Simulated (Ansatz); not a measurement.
Reaction (formal exchange of groups at a Te–C bond): `C=C(N)[TeH]` + `ICCI` → `[TeH]CI` + `C=C(N)CI`

Isolated molecules relaxed with PBE0-D4/def2-TZVP in Ansatz; ΔE leaves out vibrations. CBS: MP2 limit from def2 TZ/QZ plus the TZ coupled-cluster correction, frozen cores. DFT in def2-TZVPP. B3LYP here is the variant with VWN-RPA as its local correlation; programs differ in this. def2 core potentials past Kr. For I, Te outer-core shells are correlated without core-valence functions, which leaves a few kJ/mol of doubt a bond. Each species was taken in one conformer, which may not be the lowest.

`C=C(N)[TeH]`:

Cartesian coordinates in Å:
```
C 0.607 -1.273 -0.181
C 0.144 -0.033 -0.017
N -0.946 0.329 0.747
Te 1.115 1.569 -0.994
H 0.196 -2.098 0.395
H 1.377 -1.499 -0.903
H -0.876 1.216 1.219
H -1.318 -0.405 1.334
H -0.299 2.194 -1.600
```

`ICCI`:

Z-matrix (Å, degrees):
```
C
C 1 1.496
I 1 2.154 2 109.3
H 1 1.087 2 112.9 3 117.2
H 1 1.087 2 112.9 3 -117.2
I 2 2.154 1 109.3 3 -180.0
H 2 1.087 1 112.9 3 -62.8
H 2 1.087 1 112.9 3 62.8
```

`[TeH]CI`:

Z-matrix (Å, degrees):
```
C
I 1 2.137
Te 1 2.130 2 117.0
H 1 1.087 2 106.6 3 -119.4
H 1 1.085 2 106.6 3 123.3
H 3 1.657 1 93.1 2 68.9
```

`C=C(N)CI`:

Z-matrix (Å, degrees):
```
C
I 1 2.170
C 1 1.482 2 112.1
H 1 1.084 2 105.2 3 122.2
H 1 1.088 2 103.6 3 -121.4
N 3 1.384 1 114.8 2 -66.0
C 3 1.338 1 120.3 2 119.0
H 6 1.010 3 114.3 1 37.0
H 6 1.008 3 114.8 1 168.0
H 7 1.080 3 120.6 1 -1.1
H 7 1.084 3 121.6 1 177.3
```

**Question.** Is it downhill or uphill in electronic energy at CCSD(T)/CBS, and by how much? (Best estimate.)

**Answer.** The calculation gave: Nearly level: ΔE = -0.02 eV.

**Question.** What do these levels give: PBE-D4, r2SCAN-D4, PBE0-D4, ωB97M-V, r2SCAN, PBE0, B3LYP, HF/def2-TZVPP, CCSD/def2-TZVPP, CCSD(T)/def2-TZVPP, SCS-MP2/def2-QZVPP, HF/CBS(def2)? (Best estimate.)

**Answer.** Computed: PBE-D4 -0.02, r2SCAN-D4 -0.02, PBE0-D4 -0.02, ωB97M-V -0.03, r2SCAN -0.01, PBE0 -0.02, B3LYP -0.02, HF/def2-TZVPP -0.03, CCSD/def2-TZVPP -0.01, CCSD(T)/def2-TZVPP -0.01, SCS-MP2/def2-QZVPP -0.01, HF/CBS(def2) -0.04 eV.

Largest T1 diagnostic among the species: 0.012.
